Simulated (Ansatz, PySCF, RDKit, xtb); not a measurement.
Pair of molecules: ammonia borane (SMILES [BH3-][NH3+]) (first 8 atoms) with C2H4 (SMILES C=C); geometry from B3LYP-D3(BJ)/def2-TZVP, rigid monomers moved along the line of their centres of mass till H8···C10 is 2.29 Å.
(charge 0, multiplicity 1):
```xyz
14

B     -0.92883     0.28963     0.29841
N      0.63216    -0.16702     0.57008
H     -1.04450     1.36596     0.83879
H     -1.60657    -0.57364     0.80756
H     -1.04869     0.34362    -0.90279
H      1.28372     0.50425     0.17446
H      0.82646    -1.07244     0.15281
H      0.81250    -0.23274     1.57232
C      0.27487     0.61049     3.63039
C     -0.11952    -0.65700     3.61584
H      1.10554     0.94178     4.24259
H     -0.23282     1.36188     3.03680
H     -0.95961    -0.97544     3.00960
H      0.37325    -1.41367     4.21514
```

Counterpoise-corrected where a basis set is named; no monomer relaxation. Rows marked so take none. RDKit's UFF carries no charges.

Rows in 3-21G, 6-31G* carry no dispersion term and start afresh at each structure (6-31G* with six Cartesian d functions). MP2/6-31G* freezes PySCF's default core.

Codes used: Ansatz (Gaussian orbitals); PySCF for 3-21G rows, 6-31G* rows; RDKit for the force fields; xtb for the GFN methods. Each number belongs to the level named beside it.

| level | interaction energy (kcal/mol) |
|---|---|
| UFF | 10.05 |
| GFN2-xTB | -2.30 |
| HF/3-21G (no counterpoise) | -1.66 |
| HF/6-31G* | 1.12 |
| HF/6-31G* (no counterpoise) | 0.03 |
| HF/aug-cc-pVDZ | 1.67 |
| BP86/6-31G* (no counterpoise) | -2.83 |
| r2SCAN/def2-TZVPPD | -3.16 |
| MP2/6-31G* | ___ |

Q: Fill in the missing entries.

A: 
- MP2/6-31G*, interaction energy (kcal/mol): -1.35

Ansatz is a program for electronic structure.
